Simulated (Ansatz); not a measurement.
Ideal-gas functions of C3H4FI, SMILES `C/C(I)=C\F` at 400 K and 1 bar, from an Ansatz frequency run at PBE0-D4/def2-TZVP.

Molar mass 185.97 g/mol, point group Cs (symmetry number 1), electronic degeneracy 1, moments of inertia 69.467, 413.083, 479.422 u Å². Harmonic wavenumbers (cm⁻¹, unscaled): 171, 210, 239, 266, 343, 430, 726, 869, 981, 1059, 1099, 1165, 1351, 1408, 1466, 1473, 1742, 3053, 3119, 3145, 3238.

Use S(trans) = R[1.5 ln M + 2.5 ln T − 1.1517]; rotational temperatures θ = 24.2544 K / I; S(rot) = R[ln(√π/σ · √(T³/θAθBθC)) + 1.5]; for each mode x = 1.438777 ν̃/T, S = R[x/(eˣ − 1) − ln(1 − e⁻ˣ)] and H = RT x/(eˣ − 1); 1 cm⁻¹ = 0.0119627 kJ/mol; R = 8.31446 J/(mol·K).

Question: By hand: the entropy, in J/(mol·K).

Answer: Translation 180.1. Rotation: θ = 0.3491, 0.0587, 0.0506 K, giving 120.5. Vibration, mode by mode: 12.49, 10.84, 9.82, 8.99, 7.08, 5.47, 2.35, 1.57, 1.13, 0.90, 0.80, 0.66, 0.38, 0.32, 0.27, 0.26, 0.11, 0.00, 0.00, 0.00, 0.00, in all 63.5. Electronic 0.0. Sum 364.1 J/(mol·K).

Question: By hand: H − E and G − E in kJ/mol, counted from the electronic energy.

Answer: Zero-point energy ½ × 27553 × 0.0119627 = 164.8; thermal vibration 14.5; translation, rotation and pV give 4 RT = 13.3. H − E = 192.6 kJ/mol, and G − E = 192.6 − 400 × 364.1/1000 = 47.0 kJ/mol.

Vibration gives 17 % of the entropy.
